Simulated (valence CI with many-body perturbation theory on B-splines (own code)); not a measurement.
Values are calculated unless marked as measured or tabulated.
# Pt³⁹⁺: what the settings do

Level of theory: configuration interaction combined with many-body perturbation theory (CI+MBPT): three valence electrons over a frozen Dirac-Fock core [Kr], a basis of 6 s, 6 p, 5 d, 5 f, 1 g functions for each j, with the one-electron correlation potential Σ1 (screened to all orders), the two-electron term Σ2, the three-electron term Σ3, Breit, model QED; selected single and double excitations, second order for the rest, scaled by the run's own slope (own B-spline code, finite nucleus).

No measured spectrum was set against this ion. As an estimate, large intervals hold to a few tenths of a per cent, small ones and those within an open d or f shell to about a per cent. Only levels of the ground parity were solved; by the run's estimate the other parity begins above the list, which can be wrong where configurations are misplaced.

The reference run has the lowest level (4d3/2^3) J=3/2 and an ionisation energy of 1822.37 eV. Its largest variational space holds 2390 state functions.

Levels are named by their leading jj configuration (3d3/2^4 stands for four electrons in 3d with j = 3/2), which in mixed levels can hold well under half, so a name can repeat and another be missing. Letters in brackets count levels of one name in rising energy.

Changed runs:
A. Breit term on → off; averaging of valence orbitals over low configurations on → off
B. highest l in the core sums 6 → 4; hole-hole ladder in Σ2 on → off
C. core polarisation of operators on → off
D. start configuration 4d3 → 4s3 (bad on purpose)

Excitation energies of the reference run in cm⁻¹, and shifts in cm⁻¹:

```csv
Level,Reference,A,B,C
(4d3/2^2 4d5/2) J=5/2 [a],168302,+4064,-2009,0
(4d3/2^2 4d5/2) J=3/2,188592,+3731,-726,0
(4d3/2^2 4d5/2) J=7/2,202926,+4887,-2063,0
(4d3/2^2 4d5/2) J=9/2,204976,+5201,-3033,0
(4d3/2^2 4d5/2) J=1/2,206436,+3931,+114,0
(4d3/2^2 4d5/2) J=5/2 [b],279529,+4149,+1986,0
(4d3/2 4d5/2^2) J=7/2 [a],367930,+8170,-2467,0
(4d3/2 4d5/2^2) J=9/2,383865,+8954,-3163,0
(4d3/2 4d5/2^2) J=3/2 [a],398384,+7601,+320,0
(4d3/2 4d5/2^2) J=1/2,408325,+7797,+587,0
(4d3/2 4d5/2^2) J=5/2 [a],413469,+7656,-305,0
(4d3/2 4d5/2^2) J=11/2,416759,+9546,-3911,0
Ionisation energy (eV),1822.37,+1.29,-0.32,0
```

No effect on these energies: C.

Run D: It gave no result: a shell was given more electrons than it holds. The program said: "a valence shell holds more than 4l+2 electrons".
